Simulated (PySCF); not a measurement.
Molecule: Al(F)3(SH2), H₂AlF₃S, singlet. Atoms near the plane z = 0.0 Å, at the PBE0/def2-SVP optimised geometry (x, y, z in Å): Al1 (-0.4, -0.1, 0.0), F2 (1.2, -0.1, 0.0), F3 (-1.2, 1.4, 0.0), F4 (-1.2, -1.4, 0.7).

Computed with PySCF with PBE0/def2-TZVP. Cells within 0.4 Å of a nucleus heavier than hydrogen are left out (blank, or x). The values are rescaled to run from 0 to 1.

```
|222222222222222222222222222|
|222222222222222222222222222|
|222222222222111111222222222|
|222222222222111111122222222|
|222222222222211111112222222|
|222222222222211111111222222|
|222222224432211111111122222|
|22222225xx53211111111122222|
|2112223xxx65211111122222222|
|11122235xx86211112222222222|
|111122357984100122222222222|
|111111234542101344322222222|
|11111111111xx1367xx42222222|
|1111111000xxx0487xxx2222222|
|11111110001xx1388xx62222222|
|111111111121102565632222222|
|111111223432000233322222222|
|111112234542100122222222222|
|111122234543111111222222222|
|211122223332111111111122222|
|211122222222111111111122222|
|221122222222111111111122222|
|222222222222111111111222222|
|222222222221111111112222222|
|222222222111111111122222222|
|222222222111111112222222222|
|222222222222222222222222222|
```
Scale: ten equal steps from 0.000 (start of '0') to 1.00 (end of '9'), in the order '0123456789'; x runs from -3.50 to 3.50, y from -3.50 (bottom) to 3.50 (top).

Task: Which quantity is mapped?
(A) electron localisation function
(B) deformation density (molecule minus spherical neutral atoms)
(C) log10 of the electron density
(D) Laplacian of the electron density

Result: B, deformation density (molecule minus spherical neutral atoms). In full: deformation density (molecule minus spherical neutral atoms) (e/bohr³).
